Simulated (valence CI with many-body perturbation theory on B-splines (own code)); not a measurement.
# Te11+: E2, M1 decay

Computed by valence CI with perturbative core correlation (CI+MBPT): five valence electrons over a frozen Dirac-Fock core [Kr], a basis of 7 s, 7 p, 8 d, 6 f, 4 g, 1 h functions for each j, with the one-electron correlation potential Σ1 (screened to all orders), the two-electron term Σ2, the three-electron term Σ3, Breit, model QED; selected single and double excitations, second order for the rest, scaled by the run's own slope (own B-spline code, finite nucleus).

No measured levels were compared; by estimate terms of the open shell hold to 2 to 4 % of their energy, and close levels can change places. Among the levels kept, up to 1200 cm⁻¹ of a level comes from second order outside the variational space, and about a tenth of that is noise between levels of different J, which matters for small intervals. Excitations out of the core, of the other parity, are not computed and may begin above about 56.3 eV (a cautious bound); beyond it only levels of the ground parity were kept, without lifetimes.

Lines 1 to 50 of 120 in falling wavelength, among levels below 56.304 eV, chosen from the decays that carry over 1 % of a level's rate. Wavelengths and rates use the calculated energies, so an error of 2000 cm⁻¹ moves a line at 23610 Å by 47 % and its rate by three times that or more. Electric multipoles are in the length gauge, E1 and E2 with the static RPA response of the core. S is in atomic units (e²a₀⁴ for E2 and M2, e²a₀⁶ for E3), for M1 in squared Bohr magnetons. Weak lines are less certain than strong ones. Lines between different terms over intervals too small for the method are left out, as are lines whose strength nearly cancels. Intervals below about 2000 cm⁻¹, as at the head of this list, are uncertain by tens of per cent.

Names give the largest LS component (configuration and term), which can be under half, so a name can repeat, a term be missing and a line seem to break the LS rules; names also repeat where a configuration has a term twice. Letters in brackets count levels of one name in rising energy.

| λ vac (Å) | Upper | Lower | Type | A (s⁻¹) | S (a.u.) |
| --- | --- | --- | --- | --- | --- |
| 95800 | 4d⁵ ⁴G_9/2 | 4d⁵ ⁴G_11/2 | M1 | 3.49e-02 | 1.14e+01 |
| 87690 | 4d⁵ ⁴G_11/2 | 4d⁵ ⁴G_7/2 | E2 | 2.24e-10 | 1.25e-02 |
| 45780 | 4d⁵ ⁴G_9/2 | 4d⁵ ⁴G_7/2 | M1 | 3.77e-01 | 1.34e+01 |
| 23610 | 4d⁵ ⁴P_1/2 | 4d⁵ ⁴D_3/2 | M1 | 4.03e+00 | 3.93e+00 |
| 23450 | 4d⁵ ²I_13/2 | 4d⁵ ²I_11/2 | M1 | 7.73e-01 | 5.18e+00 |
| 20770 | 4d⁵ ²F_7/2 [c] | 4d⁵ ²F_5/2 [b] | M1 | 1.39e+00 | 3.68e+00 |
| 19530 | 4d⁵ ⁴G_7/2 | 4d⁵ ⁴G_5/2 [a] | M1 | 3.36e+00 | 7.42e+00 |
| 15660 | 4d⁵ ²D_3/2 [a] | 4d⁵ ⁴F_5/2 | M1 | 5.58e+00 | 3.17e+00 |
| 14940 | 4d⁵ ⁴F_5/2 | 4d⁵ ⁴F_3/2 | M1 | 2.15e+00 | 1.60e+00 |
| 13800 | 4d⁵ ⁴G_5/2 [b] | 4d⁵ ⁴G_5/2 [a] | M1 | 1.36e+01 | 7.93e+00 |
| 12820 | 4d⁵ ⁴D_3/2 | 4d⁵ ⁴G_5/2 [a] | M1 | 6.08e+00 | 1.90e+00 |
| 12490 | 4d⁵ ⁴D_7/2 | 4d⁵ ⁴G_9/2 | M1 | 2.95e+00 | 1.70e+00 |
| 12400 | 4d⁵ ⁴D_7/2 | 4d⁵ ⁴G_5/2 [b] | M1 | 7.97e+00 | 4.51e+00 |
| 11920 | 4d⁵ ⁴F_5/2 | 4d⁵ ²F_7/2 [a] | M1 | 1.26e+01 | 4.76e+00 |
| 11490 | 4d⁵ ²F_7/2 [a] | 4d⁵ ⁴D_5/2 | M1 | 5.24e-01 | 2.35e-01 |
| 10740 | 4d⁵ ⁴D_1/2 | 4d⁵ ⁴P_1/2 | M1 | 2.65e+01 | 2.44e+00 |
| 10460 | 4d⁵ ²H_9/2 | 4d⁵ ²G_9/2 [a] | M1 | 1.02e+01 | 4.34e+00 |
| 10310 | 4d⁵ ²G_7/2 [a] | 4d⁵ ²F_5/2 [a] | M1 | 6.09e+00 | 1.98e+00 |
| 9815 | 4d⁵ ⁴D_7/2 | 4d⁵ ⁴G_7/2 | M1 | 7.53e+00 | 2.11e+00 |
| 9721 | 4d⁵ ²G_9/2 [b] | 4d⁵ ²G_7/2 [a] | M1 | 7.25e+00 | 2.47e+00 |
| 9676 | 4d⁵ ²H_11/2 | 4d⁵ ²H_9/2 | M1 | 5.47e+00 | 2.20e+00 |
| 9547 | 4d⁵ ²F_7/2 [c] | 4d⁵ ²H_9/2 | M1 | 5.57e+00 | 1.44e+00 |
| 9234 | 4d⁵ ²H_9/2 | 4d⁵ ²F_7/2 [a] | M1 | 3.27e+00 | 9.53e-01 |
| 8787 | 4d⁵ ²F_5/2 [a] | 4d⁵ ⁴D_5/2 | M1 | 3.03e+00 | 4.57e-01 |
| 8452 | 4d⁵ ²G_9/2 [b] | 4d⁵ ²H_9/2 | M1 | 2.32e+01 | 5.19e+00 |
| 8266 | 4d⁵ ²D_3/2 [a] | 4d⁵ ²F_5/2 [a] | M1 | 1.73e+00 | 1.44e-01 |
| 8153 | 4d⁵ ⁴D_5/2 | 4d⁵ ⁴D_3/2 | M1 | 4.58e+00 | 5.52e-01 |
| 8082 | 4d⁵ ²G_7/2 [a] | 4d⁵ ²F_7/2 [a] | M1 | 1.08e+01 | 1.69e+00 |
| 7742 | 4d⁵ ²F_7/2 [c] | 4d⁵ ⁴F_5/2 | M1 | 9.68e+00 | 1.33e+00 |
| 7645 | 4d⁵ ²D_3/2 [a] | 4d⁵ ⁴F_3/2 | M1 | 1.04e+01 | 6.88e-01 |
| 7428 | 4d⁵ ²F_7/2 [a] | 4d⁵ ⁴D_7/2 | M1 | 7.06e-01 | 8.58e-02 |
| 7380 | 4d⁵ ⁴D_1/2 | 4d⁵ ⁴D_3/2 | M1 | 1.34e+01 | 4.01e-01 |
| 7358 | 4d⁵ ⁴F_5/2 | 4d⁵ ⁴P_3/2 | M1 | 5.41e+00 | 4.79e-01 |
| 7240 | 4d⁵ ²F_5/2 [b] | 4d⁵ ²F_5/2 [a] | M1 | 7.98e+00 | 6.73e-01 |
| 7213 | 4d⁵ ²F_7/2 [b] | 4d⁵ ²F_5/2 [a] | M1 | 1.35e+01 | 1.50e+00 |
| 6788 | 4d⁵ ²G_9/2 [a] | 4d⁵ ⁴D_7/2 | M1 | 7.52e+00 | 8.71e-01 |
| 6759 | 4d⁵ ²F_5/2 [b] | 4d⁵ ⁴F_3/2 | M1 | 2.27e+01 | 1.56e+00 |
| 6691 | 4d⁵ ⁴D_5/2 | 4d⁵ ⁴G_7/2 | M1 | 1.40e+01 | 9.33e-01 |
| 6549 | 4d⁵ ²F_7/2 [b] | 4d⁵ ²G_9/2 [a] | M1 | 2.32e+01 | 1.93e+00 |
| 6533 | 4d⁵ ⁴D_7/2 | 4d⁵ ⁴G_5/2 [a] | M1 | 7.45e-01 | 6.16e-02 |
| 6343 | 4d⁵ ⁴P_3/2 | 4d⁵ ⁴D_3/2 | M1 | 2.55e+01 | 9.66e-01 |
| 6196 | 4d⁵ ²F_5/2 [a] | 4d⁵ ⁴D_7/2 | M1 | 9.85e+00 | 5.21e-01 |
| 6194 | 4d⁵ ²I_11/2 | 4d⁵ ⁴G_9/2 | M1 | 5.95e+00 | 6.29e-01 |
| 6191 | 4d⁵ ²H_9/2 | 4d⁵ ²I_11/2 | M1 | 4.30e+00 | 3.79e-01 |
| 6127 | 4d⁵ ⁴P_3/2 | 4d⁵ ⁴G_5/2 [b] | M1 | 4.04e+00 | 1.38e-01 |
| 6065 | 4d⁵ ²F_5/2 [b] | 4d⁵ ²F_7/2 [a] | M1 | 2.29e+00 | 1.14e-01 |
| 5851 | 4d⁵ ⁴F_5/2 | 4d⁵ ⁴D_5/2 | M1 | 3.56e+01 | 1.58e+00 |
| 5818 | 4d⁵ ²I_11/2 | 4d⁵ ⁴G_11/2 | M1 | 2.35e+01 | 2.06e+00 |
| 5426 | 4d⁵ ⁴F_3/2 | 4d⁵ ⁴P_1/2 | M1 | 1.05e+01 | 2.48e-01 |
| 5368 | 4d⁵ ²F_7/2 [c] | 4d⁵ ²F_5/2 [a] | M1 | 3.09e+00 | 1.42e-01 |
